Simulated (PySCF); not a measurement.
C2H5O2 (SMILES CC(O)=[OH+]), charge +1, singlet, at a GFN2-xTB geometry, with bond 7-5 at 1.3 times its length; CAMB3LYP/STO-3G (PySCF).

PySCF was given this input:
```python
from pyscf import gto, scf, dft

mol = gto.M(
    atom='''
C    -0.050757    0.033126   -0.001070
O     0.113774    1.304783   -0.057778
O    -1.238776   -0.410557    0.027083
H    -1.956955    0.256372    0.003296
C     1.049036   -0.933844    0.032986
H     2.030834   -0.468211    0.005402
H     0.936859   -1.745445    1.194970
H     0.949954   -1.633579   -0.801699
H     1.023760    1.654069   -0.079754
''',
    basis='sto-3g',
    charge=1,
    spin=0,
    verbose=4,
)

mf = dft.RKS(mol)
mf.xc = 'camb3lyp'
mf.DIIS = scf.EDIIS
mf.kernel()
```

The log (banner, timings and long lists left out):

```
PySCF version 2.14.0

[INPUT] verbose = 4
[INPUT] num. atoms = 9
[INPUT] num. electrons = 32
[INPUT] charge = 1
[INPUT] spin (= nelec alpha-beta = 2S) = 0
[INPUT] symmetry False subgroup None
[INPUT] Mole.unit = angstrom
[INPUT] Symbol           X                Y                Z      unit          X                Y                Z       unit  Magmom
[...]
nuclear repulsion = 129.898096903559
number of shells = 17
number of NR pGTOs = 75
number of NR cGTOs = 25
basis = sto-3g
ecp = {}

******** <class 'pyscf.dft.rks.RKS'> ********
method = RKS
initial guess = minao
damping factor = 0
level_shift factor = 0
DIIS = <class 'pyscf.scf.diis.EDIIS'>
diis_start_cycle = 1
diis_space = 8
diis_damp = 0
SCF conv_tol = 1e-09
SCF conv_tol_grad = None
SCF max_cycles = 50
direct_scf = True
direct_scf_tol = 1e-13
XC library pyscf.dft.libxc version 7.1.2
    S. Lehtola, C. Steigemann, M. J. T. Oliveira, and M. A. L. Marques,  SoftwareX 7, 1–5 (2018)
XC functionals = camb3lyp
    T. Yanai, D. P. Tew, and N. C. Handy,  Chem. Phys. Lett. 393, 51 (2004)
radial grids:
    Treutler-Ahlrichs [JCP 102, 346 (1995); DOI:10.1063/1.469408] (M4) radial grids

becke partition: Becke, JCP 88, 2547 (1988); DOI:10.1063/1.454033
pruning grids: <function nwchem_prune>
grids dens level: 3
symmetrized grids: False
atomic radii adjust function: <function treutler_atomic_radii_adjust>
small_rho_cutoff = 0
Set gradient conv threshold to 3.16228e-05
Initial guess from minao.
tot grids = 105440
init E= -227.180000630955
[...]
cycle= 1 E= -226.10167572129  delta_E= 1.08  |g|= 0.633  |ddm|= 3.65
[...]
cycle= 2 E= -226.123933524217  delta_E= -0.0223  |g|= 0.631  |ddm|=  1.4
[...]
cycle= 3 E= -226.228679672445  delta_E= -0.105  |g|= 0.0285  |ddm|= 0.689
[...]
cycle= 4 E= -226.228679672466  delta_E= -2.06e-11  |g|= 0.0285  |ddm|= 2.57e-09
[...]
cycle= 5 E= -226.228679672444  delta_E= 2.17e-11  |g|= 0.0285  |ddm|= 2.67e-09
[...]
cycle= 6 E= -226.228679672444  delta_E= -5.68e-13  |g|= 0.0285  |ddm|= 3.48e-11
[...]
cycle= 7 E= -226.228679672428  delta_E= 1.6e-11  |g|= 0.0285  |ddm|= 1.93e-09
[...]
cycle= 8 E= -226.228679672518  delta_E= -8.92e-11  |g|= 0.0285  |ddm|= 1.08e-08
[...]
cycle= 9 E= -226.22867967241  delta_E= 1.07e-10  |g|= 0.0285  |ddm|= 1.3e-08
[...]
cycle= 10 E= -226.223729770689  delta_E= 0.00495  |g|= 0.138  |ddm|= 0.137
[...]
cycle= 11 E= -226.228479891883  delta_E= -0.00475  |g|= 0.0428  |ddm|= 0.189
[...]
cycle= 12 E= -226.228775459513  delta_E= -0.000296  |g|= 0.0274  |ddm|= 0.0453
[...]
[...]
cycle= 23 E= -226.228967537012  delta_E= 3.84e-11  |g|= 0.00628  |ddm|= 6.19e-08
[...]
cycle= 24 E= -226.228967537034  delta_E= -2.19e-11  |g|= 0.00628  |ddm|= 3.7e-08
[...]
cycle= 25 E= -226.228967537057  delta_E= -2.32e-11  |g|= 0.00628  |ddm|= 5.95e-08
[...]
cycle= 26 E= -226.228967536988  delta_E= 6.92e-11  |g|= 0.00628  |ddm|= 9.19e-08
[...]
cycle= 27 E= -226.228957775256  delta_E= 9.76e-06  |g|= 0.00871  |ddm|= 0.0159
[...]
cycle= 28 E= -226.228976064033  delta_E= -1.83e-05  |g|= 0.00329  |ddm|= 0.0122
[...]
cycle= 29 E= -226.228977991535  delta_E= -1.93e-06  |g|= 0.00196  |ddm|= 0.00153
[...]
cycle= 30 E= -226.228977991658  delta_E= -1.23e-10  |g|= 0.00196  |ddm|= 3.93e-07
[...]
cycle= 31 E= -226.228977991447  delta_E= 2.11e-10  |g|= 0.00196  |ddm|= 2.4e-07
[...]
cycle= 32 E= -226.228977991362  delta_E= 8.5e-11  |g|= 0.00196  |ddm|= 5.53e-07
[...]
cycle= 33 E= -226.228977991446  delta_E= -8.38e-11  |g|= 0.00196  |ddm|= 4.75e-07
[...]
cycle= 34 E= -226.228977991284  delta_E= 1.61e-10  |g|= 0.00196  |ddm|= 2.7e-07
[...]
cycle= 35 E= -226.228976160115  delta_E= 1.83e-06  |g|= 0.00316  |ddm|= 0.00425
[...]
cycle= 36 E= -226.228977879086  delta_E= -1.72e-06  |g|= 0.00203  |ddm|= 0.00596
[...]
cycle= 37 E= -226.228978930657  delta_E= -1.05e-06  |g|= 0.000643  |ddm|= 0.00216
[...]
cycle= 38 E= -226.228978928389  delta_E= 2.27e-09  |g|= 0.000649  |ddm|= 3.43e-05
[...]
cycle= 39 E= -226.228978930819  delta_E= -2.43e-09  |g|= 0.000643  |ddm|= 3.42e-05
[...]
cycle= 40 E= -226.228978892441  delta_E= 3.84e-08  |g|= 0.000741  |ddm|= 0.000133
[...]
cycle= 41 E= -226.228978836696  delta_E= 5.57e-08  |g|= 0.000865  |ddm|= 0.000164
[...]
cycle= 42 E= -226.228978841548  delta_E= -4.85e-09  |g|= 0.000855  |ddm|= 1.38e-05
[...]
cycle= 43 E= -226.22897883708  delta_E= 4.47e-09  |g|= 0.000865  |ddm|= 1.26e-05
[...]
cycle= 44 E= -226.228978719436  delta_E= 1.18e-07  |g|= 0.00107  |ddm|= 0.00215
[...]
cycle= 45 E= -226.228979018819  delta_E= -2.99e-07  |g|= 0.000327  |ddm|= 0.00158
[...]
cycle= 46 E= -226.228979029217  delta_E= -1.04e-08  |g|= 0.000264  |ddm|= 7.6e-05
[...]
cycle= 47 E= -226.228979033636  delta_E= -4.42e-09  |g|= 0.000233  |ddm|= 4.38e-05
[...]
cycle= 48 E= -226.228979013154  delta_E= 2.05e-08  |g|= 0.000355  |ddm|= 0.000582
[...]
cycle= 49 E= -226.2289790374  delta_E= -2.42e-08  |g|= 0.000202  |ddm|= 0.000182
[...]
cycle= 50 E= -226.228979017651  delta_E= 1.97e-08  |g|= 0.000331  |ddm|= 0.000572
SCF not converged.
SCF energy = -226.228979017651
```

Convergence was not reached.
